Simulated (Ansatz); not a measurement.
Job for Ansatz (a quantum-chemistry and plane-wave program): U-MP2/cc-pV(T+d)Z on CH5Si (SMILES C[SiH2]), 2S+1 = 2, atoms moved off the minimum. Files ending in .json are basis or fitting sets from the Basis Set Exchange.

Ansatz 0.2 input:
```yaml
crystal:
  periodic: [false, false, false]
  atoms:
    - {symbol: C, position_ang: [-1.28894050, -0.34841584, 0.03969695]}
    - {symbol: Si, position_ang: [0.64447030, -0.06857113, -0.33163406]}
    - {symbol: H, position_ang: [-1.86248649, 0.52893907, -0.48203477]}
    - {symbol: H, position_ang: [-1.49936571, -1.24420646, 0.01373084]}
    - {symbol: H, position_ang: [-1.56115076, 0.01922304, 1.28772750]}
    - {symbol: H, position_ang: [1.30054286, 1.24637601, 0.18145723]}
    - {symbol: H, position_ang: [1.44544690, -1.15806928, 0.61300098]}
basis:
  gaussian:
    orbitals: cc-pV_T+d_Z.json
magnetization: {spin_polarized: true, initial_magnetization: 1}
correlation: {method: mp2, electrons: outside_noble_gas}
scf: {omitted_lower_state_checks: [cluster_reference]}
output: {forces: true}
```

It printed:

```
WARN ansatz: RAYON_NUM_THREADS=1 ignored (pool sized by the plan → 1); use --threads N
Functional definition: HF
these checks for a lower state are left out or cut short: cluster_reference
integrals: 0.13 GiB planned
784 factors; integrals over basis functions are off by at most 1.1e-3 eV
mean field: 0.35 GiB planned
mean field evaluation 1: about -8967.5490 eV, gradient 1.7e1 eV
mean field evaluation 2: about -8967.5481 eV, gradient 1.7e1 eV
mean field evaluation 4: about -8969.5240 eV, gradient 2.2e0 eV
mean field evaluation 8: about -8969.5945 eV, gradient 1.1e-3 eV
mean field -8969.59448112 eV, -329.6265173716 hartree, gradient 2.7e-6 eV, S^2 0.754749; 0 other end points of the search recorded, 0 dependent functions left out
6 core orbitals not correlated
reference -8969.59448112 eV, -329.6265173716 hartree; 7, 6 occupied and 126, 127 virtual orbitals, 784 factors
densities: 0.44 GiB planned
second order -8.01604120 eV of doubles, -0.00000000 eV of singles
the calculation of the forces begins
Total energy: -8977.61052231 eV, -329.9211014521 hartree
Atom 0 at    -1.288941    -0.348416     0.039697 Å, force     2.356444    13.081979     3.688112 eV/Å
Atom 1 at     0.644470    -0.068571    -0.331634 Å, force     0.354476    -0.939560     2.582772 eV/Å
Atom 2 at    -1.862486     0.528939    -0.482035 Å, force     0.636503    -2.495686     0.443586 eV/Å
Atom 3 at    -1.499366    -1.244206     0.013731 Å, force    -2.811566    -8.889247    -1.065529 eV/Å
Atom 4 at    -1.561151     0.019223     1.287727 Å, force     1.261285    -1.195831    -3.627439 eV/Å
Atom 5 at     1.300543     1.246376     0.181457 Å, force    -0.823038    -0.735260    -0.587089 eV/Å
Atom 6 at     1.445447    -1.158069     0.613001 Å, force    -0.974105     1.173604    -1.434413 eV/Å
Dipole moment:    -0.183816     0.043710    -0.062423 e Å
Checks for a lower state left out: cluster_reference
```

Self-consistency was reached.

Cost: very roughly 8 core-seconds.
